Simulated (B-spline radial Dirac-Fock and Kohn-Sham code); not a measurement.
Calculated with a B-spline atomic structure program, using the Dirac equation of a negative muon with reduced mass in the field of a spherical finite nucleus, with the Uehling potential to all orders; nuclear polarisation, deformation, hyperfine structure, self-energy, higher-order vacuum polarisation, relativistic recoil and electron screening are left out. The nuclear charge is a Fermi distribution (skin thickness 2.3 fm).

Q: A muonic atom of atomic mass 149.92 u emits these computed lines: 2p3/2 → 1s1/2 4478 keV, 3d5/2 → 2p3/2 1492 keV, 4f7/2 → 3d5/2 532.9 keV, 5g9/2 → 4f7/2 245.4 keV. Which element is it, and what rms charge radius was used?

A: Samarium (Z = 62, nuclide ¹⁵⁰Sm); the high transitions hardly feel the nucleus and fix Z. The 2p → 1s line lies 4209 keV below the value for a point nucleus without QED, which for this nuclear model gives a radius near 5.04 fm (5.0387 fm was used).
